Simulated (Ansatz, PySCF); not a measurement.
Breaking a bond: H3B, SMILES B, singlet. The B1–H4 bond (B1 also carries H, H; H4 carries nothing else) is stretched with both fragments frozen at the PBE0/def2-TZVP optimised geometry.

- UHF/def2-SVP (Ansatz, a program for electronic structure)
- RHF/def2-SVP (Ansatz)
- UKS-B3LYP = unrestricted B3LYP/def2-SVP (Ansatz)
- RKS-B3LYP = restricted B3LYP/def2-SVP (Ansatz)
- UKS-PBE = Ansatz with unrestricted PBE/def2-SVP
- RKS-PBE = restricted PBE/def2-SVP run with Ansatz
- UKS-B3LYP/6-31G* = PySCF with unrestricted B3LYP/6-31G*, spherical d
- RKS-B3LYP/6-31G* = PySCF 2.14.0 with restricted B3LYP/6-31G*, spherical d
- UKS-M06-2X/6-31G* = unrestricted M06-2X/6-31G*, spherical d in PySCF
- RKS-M06-2X/6-31G* = restricted M06-2X/6-31G*, spherical d in PySCF
- UKS-BP86/6-31G* = PySCF with unrestricted BP86/6-31G*, spherical d
- RKS-BP86/6-31G* = restricted BP86/6-31G*, spherical d run with PySCF

Scanned distances (Å): 0.89, 0.97, 1.00, 1.08, 1.12, 1.16, 1.19, 1.22, 1.25, 1.31, 1.39, 1.49, 1.59, 1.77, 1.95, 2.14, 2.39, 2.63, 2.93, 3.17, 3.62, 4.18.

### Question
Where does the unrestricted solution first break spin symmetry (<S²> of 0.01 or more)?

### Answer
UHF: between 1.77 and 1.95 Å; UKS-B3LYP: between 2.14 and 2.39 Å; UKS-PBE: between 2.39 and 2.63 Å; UKS-B3LYP/6-31G*: between 2.14 and 2.39 Å; UKS-M06-2X/6-31G*: between 2.14 and 2.39 Å; UKS-BP86/6-31G*: between 2.39 and 2.63 Å.

```json
[
 {"R / Å": "0.89", "<S²> UHF": "0.00", "E(RHF) − E(UHF) / kJ/mol": "0.0", "<S²> UKS-B3LYP": "0.00", "E(RKS-B3LYP) − E(UKS-B3LYP) / kJ/mol": "0.0", "<S²> UKS-PBE": "0.00", "E(RKS-PBE) − E(UKS-PBE) / kJ/mol": "0.0", "<S²> UKS-B3LYP/6-31G*": "0.00", "E(RKS-B3LYP/6-31G*) − E(UKS-B3LYP/6-31G*) / kJ/mol": "0.0", "<S²> UKS-M06-2X/6-31G*": "0.00", "E(RKS-M06-2X/6-31G*) − E(UKS-M06-2X/6-31G*) / kJ/mol": "0.0", "<S²> UKS-BP86/6-31G*": "0.00", "E(RKS-BP86/6-31G*) − E(UKS-BP86/6-31G*) / kJ/mol": "0.0"},
 {"R / Å": "0.97", "<S²> UHF": "0.00", "E(RHF) − E(UHF) / kJ/mol": "0.0", "<S²> UKS-B3LYP": "0.00", "E(RKS-B3LYP) − E(UKS-B3LYP) / kJ/mol": "0.0", "<S²> UKS-PBE": "0.00", "E(RKS-PBE) − E(UKS-PBE) / kJ/mol": "0.0", "<S²> UKS-B3LYP/6-31G*": "0.00", "E(RKS-B3LYP/6-31G*) − E(UKS-B3LYP/6-31G*) / kJ/mol": "0.0", "<S²> UKS-M06-2X/6-31G*": "0.00", "E(RKS-M06-2X/6-31G*) − E(UKS-M06-2X/6-31G*) / kJ/mol": "0.0", "<S²> UKS-BP86/6-31G*": "0.00", "E(RKS-BP86/6-31G*) − E(UKS-BP86/6-31G*) / kJ/mol": "0.0"},
 {"R / Å": "1.00", "<S²> UHF": "0.00", "E(RHF) − E(UHF) / kJ/mol": "0.0", "<S²> UKS-B3LYP": "0.00", "E(RKS-B3LYP) − E(UKS-B3LYP) / kJ/mol": "0.0", "<S²> UKS-PBE": "0.00", "E(RKS-PBE) − E(UKS-PBE) / kJ/mol": "0.0", "<S²> UKS-B3LYP/6-31G*": "0.00", "E(RKS-B3LYP/6-31G*) − E(UKS-B3LYP/6-31G*) / kJ/mol": "0.0", "<S²> UKS-M06-2X/6-31G*": "0.00", "E(RKS-M06-2X/6-31G*) − E(UKS-M06-2X/6-31G*) / kJ/mol": "0.0", "<S²> UKS-BP86/6-31G*": "0.00", "E(RKS-BP86/6-31G*) − E(UKS-BP86/6-31G*) / kJ/mol": "0.0"},
 {"R / Å": "1.08", "<S²> UHF": "0.00", "E(RHF) − E(UHF) / kJ/mol": "0.0", "<S²> UKS-B3LYP": "0.00", "E(RKS-B3LYP) − E(UKS-B3LYP) / kJ/mol": "0.0", "<S²> UKS-PBE": "0.00", "E(RKS-PBE) − E(UKS-PBE) / kJ/mol": "0.0", "<S²> UKS-B3LYP/6-31G*": "0.00", "E(RKS-B3LYP/6-31G*) − E(UKS-B3LYP/6-31G*) / kJ/mol": "0.0", "<S²> UKS-M06-2X/6-31G*": "0.00", "E(RKS-M06-2X/6-31G*) − E(UKS-M06-2X/6-31G*) / kJ/mol": "0.0", "<S²> UKS-BP86/6-31G*": "0.00", "E(RKS-BP86/6-31G*) − E(UKS-BP86/6-31G*) / kJ/mol": "0.0"},
 {"R / Å": "1.12", "<S²> UHF": "0.00", "E(RHF) − E(UHF) / kJ/mol": "0.0", "<S²> UKS-B3LYP": "0.00", "E(RKS-B3LYP) − E(UKS-B3LYP) / kJ/mol": "0.0", "<S²> UKS-PBE": "0.00", "E(RKS-PBE) − E(UKS-PBE) / kJ/mol": "0.0", "<S²> UKS-B3LYP/6-31G*": "0.00", "E(RKS-B3LYP/6-31G*) − E(UKS-B3LYP/6-31G*) / kJ/mol": "0.0", "<S²> UKS-M06-2X/6-31G*": "0.00", "E(RKS-M06-2X/6-31G*) − E(UKS-M06-2X/6-31G*) / kJ/mol": "0.0", "<S²> UKS-BP86/6-31G*": "0.00", "E(RKS-BP86/6-31G*) − E(UKS-BP86/6-31G*) / kJ/mol": "0.0"},
 {"R / Å": "1.16", "<S²> UHF": "0.00", "E(RHF) − E(UHF) / kJ/mol": "0.0", "<S²> UKS-B3LYP": "0.00", "E(RKS-B3LYP) − E(UKS-B3LYP) / kJ/mol": "0.0", "<S²> UKS-PBE": "0.00", "E(RKS-PBE) − E(UKS-PBE) / kJ/mol": "0.0", "<S²> UKS-B3LYP/6-31G*": "0.00", "E(RKS-B3LYP/6-31G*) − E(UKS-B3LYP/6-31G*) / kJ/mol": "0.0", "<S²> UKS-M06-2X/6-31G*": "0.00", "E(RKS-M06-2X/6-31G*) − E(UKS-M06-2X/6-31G*) / kJ/mol": "0.0", "<S²> UKS-BP86/6-31G*": "0.00", "E(RKS-BP86/6-31G*) − E(UKS-BP86/6-31G*) / kJ/mol": "0.0"},
 {"R / Å": "1.19", "<S²> UHF": "0.00", "E(RHF) − E(UHF) / kJ/mol": "0.0", "<S²> UKS-B3LYP": "0.00", "E(RKS-B3LYP) − E(UKS-B3LYP) / kJ/mol": "0.0", "<S²> UKS-PBE": "0.00", "E(RKS-PBE) − E(UKS-PBE) / kJ/mol": "0.0", "<S²> UKS-B3LYP/6-31G*": "0.00", "E(RKS-B3LYP/6-31G*) − E(UKS-B3LYP/6-31G*) / kJ/mol": "0.0", "<S²> UKS-M06-2X/6-31G*": "0.00", "E(RKS-M06-2X/6-31G*) − E(UKS-M06-2X/6-31G*) / kJ/mol": "0.0", "<S²> UKS-BP86/6-31G*": "0.00", "E(RKS-BP86/6-31G*) − E(UKS-BP86/6-31G*) / kJ/mol": "0.0"},
 {"R / Å": "1.22", "<S²> UHF": "0.00", "E(RHF) − E(UHF) / kJ/mol": "0.0", "<S²> UKS-B3LYP": "0.00", "E(RKS-B3LYP) − E(UKS-B3LYP) / kJ/mol": "0.0", "<S²> UKS-PBE": "0.00", "E(RKS-PBE) − E(UKS-PBE) / kJ/mol": "0.0", "<S²> UKS-B3LYP/6-31G*": "0.00", "E(RKS-B3LYP/6-31G*) − E(UKS-B3LYP/6-31G*) / kJ/mol": "0.0", "<S²> UKS-M06-2X/6-31G*": "0.00", "E(RKS-M06-2X/6-31G*) − E(UKS-M06-2X/6-31G*) / kJ/mol": "0.0", "<S²> UKS-BP86/6-31G*": "0.00", "E(RKS-BP86/6-31G*) − E(UKS-BP86/6-31G*) / kJ/mol": "0.0"},
 {"R / Å": "1.25", "<S²> UHF": "0.00", "E(RHF) − E(UHF) / kJ/mol": "0.0", "<S²> UKS-B3LYP": "0.00", "E(RKS-B3LYP) − E(UKS-B3LYP) / kJ/mol": "0.0", "<S²> UKS-PBE": "0.00", "E(RKS-PBE) − E(UKS-PBE) / kJ/mol": "0.0", "<S²> UKS-B3LYP/6-31G*": "0.00", "E(RKS-B3LYP/6-31G*) − E(UKS-B3LYP/6-31G*) / kJ/mol": "0.0", "<S²> UKS-M06-2X/6-31G*": "0.00", "E(RKS-M06-2X/6-31G*) − E(UKS-M06-2X/6-31G*) / kJ/mol": "0.0", "<S²> UKS-BP86/6-31G*": "0.00", "E(RKS-BP86/6-31G*) − E(UKS-BP86/6-31G*) / kJ/mol": "0.0"},
 {"R / Å": "1.31", "<S²> UHF": "0.00", "E(RHF) − E(UHF) / kJ/mol": "0.0", "<S²> UKS-B3LYP": "0.00", "E(RKS-B3LYP) − E(UKS-B3LYP) / kJ/mol": "0.0", "<S²> UKS-PBE": "0.00", "E(RKS-PBE) − E(UKS-PBE) / kJ/mol": "0.0", "<S²> UKS-B3LYP/6-31G*": "0.00", "E(RKS-B3LYP/6-31G*) − E(UKS-B3LYP/6-31G*) / kJ/mol": "0.0", "<S²> UKS-M06-2X/6-31G*": "0.00", "E(RKS-M06-2X/6-31G*) − E(UKS-M06-2X/6-31G*) / kJ/mol": "0.0", "<S²> UKS-BP86/6-31G*": "0.00", "E(RKS-BP86/6-31G*) − E(UKS-BP86/6-31G*) / kJ/mol": "0.0"},
 {"R / Å": "1.39", "<S²> UHF": "0.00", "E(RHF) − E(UHF) / kJ/mol": "0.0", "<S²> UKS-B3LYP": "0.00", "E(RKS-B3LYP) − E(UKS-B3LYP) / kJ/mol": "0.0", "<S²> UKS-PBE": "0.00", "E(RKS-PBE) − E(UKS-PBE) / kJ/mol": "0.0", "<S²> UKS-B3LYP/6-31G*": "0.00", "E(RKS-B3LYP/6-31G*) − E(UKS-B3LYP/6-31G*) / kJ/mol": "0.0", "<S²> UKS-M06-2X/6-31G*": "0.00", "E(RKS-M06-2X/6-31G*) − E(UKS-M06-2X/6-31G*) / kJ/mol": "0.0", "<S²> UKS-BP86/6-31G*": "0.00", "E(RKS-BP86/6-31G*) − E(UKS-BP86/6-31G*) / kJ/mol": "0.0"},
 {"R / Å": "1.49", "<S²> UHF": "0.00", "E(RHF) − E(UHF) / kJ/mol": "0.0", "<S²> UKS-B3LYP": "0.00", "E(RKS-B3LYP) − E(UKS-B3LYP) / kJ/mol": "0.0", "<S²> UKS-PBE": "0.00", "E(RKS-PBE) − E(UKS-PBE) / kJ/mol": "0.0", "<S²> UKS-B3LYP/6-31G*": "0.00", "E(RKS-B3LYP/6-31G*) − E(UKS-B3LYP/6-31G*) / kJ/mol": "0.0", "<S²> UKS-M06-2X/6-31G*": "0.00", "E(RKS-M06-2X/6-31G*) − E(UKS-M06-2X/6-31G*) / kJ/mol": "0.0", "<S²> UKS-BP86/6-31G*": "0.00", "E(RKS-BP86/6-31G*) − E(UKS-BP86/6-31G*) / kJ/mol": "0.0"},
 {"R / Å": "1.59", "<S²> UHF": "0.00", "E(RHF) − E(UHF) / kJ/mol": "0.0", "<S²> UKS-B3LYP": "0.00", "E(RKS-B3LYP) − E(UKS-B3LYP) / kJ/mol": "0.0", "<S²> UKS-PBE": "0.00", "E(RKS-PBE) − E(UKS-PBE) / kJ/mol": "0.0", "<S²> UKS-B3LYP/6-31G*": "0.00", "E(RKS-B3LYP/6-31G*) − E(UKS-B3LYP/6-31G*) / kJ/mol": "0.0", "<S²> UKS-M06-2X/6-31G*": "0.00", "E(RKS-M06-2X/6-31G*) − E(UKS-M06-2X/6-31G*) / kJ/mol": "0.0", "<S²> UKS-BP86/6-31G*": "0.00", "E(RKS-BP86/6-31G*) − E(UKS-BP86/6-31G*) / kJ/mol": "0.0"},
 {"R / Å": "1.77", "<S²> UHF": "0.00", "E(RHF) − E(UHF) / kJ/mol": "0.0", "<S²> UKS-B3LYP": "0.00", "E(RKS-B3LYP) − E(UKS-B3LYP) / kJ/mol": "0.0", "<S²> UKS-PBE": "0.00", "E(RKS-PBE) − E(UKS-PBE) / kJ/mol": "0.0", "<S²> UKS-B3LYP/6-31G*": "0.00", "E(RKS-B3LYP/6-31G*) − E(UKS-B3LYP/6-31G*) / kJ/mol": "0.0", "<S²> UKS-M06-2X/6-31G*": "0.00", "E(RKS-M06-2X/6-31G*) − E(UKS-M06-2X/6-31G*) / kJ/mol": "0.0", "<S²> UKS-BP86/6-31G*": "0.00", "E(RKS-BP86/6-31G*) − E(UKS-BP86/6-31G*) / kJ/mol": "0.0"},
 {"R / Å": "1.95", "<S²> UHF": "0.16", "E(RHF) − E(UHF) / kJ/mol": "2.3", "<S²> UKS-B3LYP": "0.00", "E(RKS-B3LYP) − E(UKS-B3LYP) / kJ/mol": "0.0", "<S²> UKS-PBE": "0.00", "E(RKS-PBE) − E(UKS-PBE) / kJ/mol": "0.0", "<S²> UKS-B3LYP/6-31G*": "0.00", "E(RKS-B3LYP/6-31G*) − E(UKS-B3LYP/6-31G*) / kJ/mol": "0.0", "<S²> UKS-M06-2X/6-31G*": "0.00", "E(RKS-M06-2X/6-31G*) − E(UKS-M06-2X/6-31G*) / kJ/mol": "0.0", "<S²> UKS-BP86/6-31G*": "0.00", "E(RKS-BP86/6-31G*) − E(UKS-BP86/6-31G*) / kJ/mol": "0.0"},
 {"R / Å": "2.14", "<S²> UHF": "0.50", "E(RHF) − E(UHF) / kJ/mol": "27.9", "<S²> UKS-B3LYP": "0.00", "E(RKS-B3LYP) − E(UKS-B3LYP) / kJ/mol": "0.0", "<S²> UKS-PBE": "0.00", "E(RKS-PBE) − E(UKS-PBE) / kJ/mol": "0.0", "<S²> UKS-B3LYP/6-31G*": "0.00", "E(RKS-B3LYP/6-31G*) − E(UKS-B3LYP/6-31G*) / kJ/mol": "0.0", "<S²> UKS-M06-2X/6-31G*": "0.00", "E(RKS-M06-2X/6-31G*) − E(UKS-M06-2X/6-31G*) / kJ/mol": "0.0", "<S²> UKS-BP86/6-31G*": "0.00", "E(RKS-BP86/6-31G*) − E(UKS-BP86/6-31G*) / kJ/mol": "0.0"},
 {"R / Å": "2.39", "<S²> UHF": "0.74", "E(RHF) − E(UHF) / kJ/mol": "82.4", "<S²> UKS-B3LYP": "0.25", "E(RKS-B3LYP) − E(UKS-B3LYP) / kJ/mol": "4.1", "<S²> UKS-PBE": "0.00", "E(RKS-PBE) − E(UKS-PBE) / kJ/mol": "0.0", "<S²> UKS-B3LYP/6-31G*": "0.28", "E(RKS-B3LYP/6-31G*) − E(UKS-B3LYP/6-31G*) / kJ/mol": "5.1", "<S²> UKS-M06-2X/6-31G*": "0.39", "E(RKS-M06-2X/6-31G*) − E(UKS-M06-2X/6-31G*) / kJ/mol": "8.9", "<S²> UKS-BP86/6-31G*": "0.00", "E(RKS-BP86/6-31G*) − E(UKS-BP86/6-31G*) / kJ/mol": "0.0"},
 {"R / Å": "2.63", "<S²> UHF": "0.86", "E(RHF) − E(UHF) / kJ/mol": "140.8", "<S²> UKS-B3LYP": "0.56", "E(RKS-B3LYP) − E(UKS-B3LYP) / kJ/mol": "23.2", "<S²> UKS-PBE": "0.47", "E(RKS-PBE) − E(UKS-PBE) / kJ/mol": "9.9", "<S²> UKS-B3LYP/6-31G*": "0.58", "E(RKS-B3LYP/6-31G*) − E(UKS-B3LYP/6-31G*) / kJ/mol": "26.0", "<S²> UKS-M06-2X/6-31G*": "0.70", "E(RKS-M06-2X/6-31G*) − E(UKS-M06-2X/6-31G*) / kJ/mol": "41.1", "<S²> UKS-BP86/6-31G*": "0.41", "E(RKS-BP86/6-31G*) − E(UKS-BP86/6-31G*) / kJ/mol": "7.9"},
 {"R / Å": "2.93", "<S²> UHF": "0.94", "E(RHF) − E(UHF) / kJ/mol": "210.8", "<S²> UKS-B3LYP": "0.78", "E(RKS-B3LYP) − E(UKS-B3LYP) / kJ/mol": "55.7", "<S²> UKS-PBE": "0.77", "E(RKS-PBE) − E(UKS-PBE) / kJ/mol": "36.3", "<S²> UKS-B3LYP/6-31G*": "0.79", "E(RKS-B3LYP/6-31G*) − E(UKS-B3LYP/6-31G*) / kJ/mol": "60.5", "<S²> UKS-M06-2X/6-31G*": "0.87", "E(RKS-M06-2X/6-31G*) − E(UKS-M06-2X/6-31G*) / kJ/mol": "90.5", "<S²> UKS-BP86/6-31G*": "0.72", "E(RKS-BP86/6-31G*) − E(UKS-BP86/6-31G*) / kJ/mol": "31.6"},
 {"R / Å": "3.17", "<S²> UHF": "0.97", "E(RHF) − E(UHF) / kJ/mol": "261.1", "<S²> UKS-B3LYP": "0.88", "E(RKS-B3LYP) − E(UKS-B3LYP) / kJ/mol": "81.8", "<S²> UKS-PBE": "0.89", "E(RKS-PBE) − E(UKS-PBE) / kJ/mol": "59.1", "<S²> UKS-B3LYP/6-31G*": "0.89", "E(RKS-B3LYP/6-31G*) − E(UKS-B3LYP/6-31G*) / kJ/mol": "88.2", "<S²> UKS-M06-2X/6-31G*": "0.94", "E(RKS-M06-2X/6-31G*) − E(UKS-M06-2X/6-31G*) / kJ/mol": "128.6", "<S²> UKS-BP86/6-31G*": "0.84", "E(RKS-BP86/6-31G*) − E(UKS-BP86/6-31G*) / kJ/mol": "52.6"},
 {"R / Å": "3.62", "<S²> UHF": "0.99", "E(RHF) − E(UHF) / kJ/mol": "340.1", "<S²> UKS-B3LYP": "0.96", "E(RKS-B3LYP) − E(UKS-B3LYP) / kJ/mol": "123.5", "<S²> UKS-PBE": "0.97", "E(RKS-PBE) − E(UKS-PBE) / kJ/mol": "95.8", "<S²> UKS-B3LYP/6-31G*": "0.97", "E(RKS-B3LYP/6-31G*) − E(UKS-B3LYP/6-31G*) / kJ/mol": "133.1", "<S²> UKS-M06-2X/6-31G*": "—", "E(RKS-M06-2X/6-31G*) − E(UKS-M06-2X/6-31G*) / kJ/mol": "—", "<S²> UKS-BP86/6-31G*": "0.96", "E(RKS-BP86/6-31G*) − E(UKS-BP86/6-31G*) / kJ/mol": "87.3"},
 {"R / Å": "4.18", "<S²> UHF": "1.00", "E(RHF) − E(UHF) / kJ/mol": "413.6", "<S²> UKS-B3LYP": "0.99", "E(RKS-B3LYP) − E(UKS-B3LYP) / kJ/mol": "159.8", "<S²> UKS-PBE": "1.00", "E(RKS-PBE) − E(UKS-PBE) / kJ/mol": "125.8", "<S²> UKS-B3LYP/6-31G*": "1.00", "E(RKS-B3LYP/6-31G*) − E(UKS-B3LYP/6-31G*) / kJ/mol": "172.1", "<S²> UKS-M06-2X/6-31G*": "1.00", "E(RKS-M06-2X/6-31G*) − E(UKS-M06-2X/6-31G*) / kJ/mol": "—", "<S²> UKS-BP86/6-31G*": "0.99", "E(RKS-BP86/6-31G*) − E(UKS-BP86/6-31G*) / kJ/mol": "116.9"}
]
```

Dashes: no converged value, or the column stops at the first point that the program doubted or that broke a chosen test of continuity, which isn't proof of a fault.
